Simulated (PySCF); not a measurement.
Ionisation energy of Rh⁺ by level of theory

Rh⁺ [Kr] 4d8 (3F) → Rh²⁺ [Kr] 4d7 (4F), as a difference of total energies. All numbers are calculated (PySCF 2.14, a scalar-relativistic core potential, in aug-cc-pwCVDZ-PP with ECP28MDF). Correlated levels: valence: 4s2 4p6 frozen; valence and next inner shell: nothing frozen outside the core potential. The calculations carry no spin-orbit coupling.

| method | ionisation energy (eV) | difference from reference (eV) |
| --- | --- | --- |
| UHF | 16.111 | -1.969 |
| LDA | 18.697 | +0.617 |
| PBE | 18.360 | +0.280 |
| PBE0 | 18.081 | +0.001 |
| r2SCAN | 18.061 | -0.019 |
| wB97M-V | 17.976 | -0.104 |
| BLYP | 18.338 | +0.258 |
| B3LYP | 18.301 | +0.221 |
| PW91 | 18.446 | +0.366 |
| MP2 (valence) | 17.729 | -0.351 |
| SCS-MP2 (valence) | 17.746 | -0.334 |
| MP2 (valence and next inner shell) | 17.763 | -0.317 |
| SCS-MP2 (valence and next inner shell) | 17.638 | -0.442 |

Reference: 18.08 eV (semi-empirical (NIST evaluation); NIST Atomic Spectra Database, ionization energies).

The reference lies between the lowest fine-structure levels, while these numbers refer to the centres of the terms.

Errors of the correlated levels include the incompleteness of this basis and the frozen core.
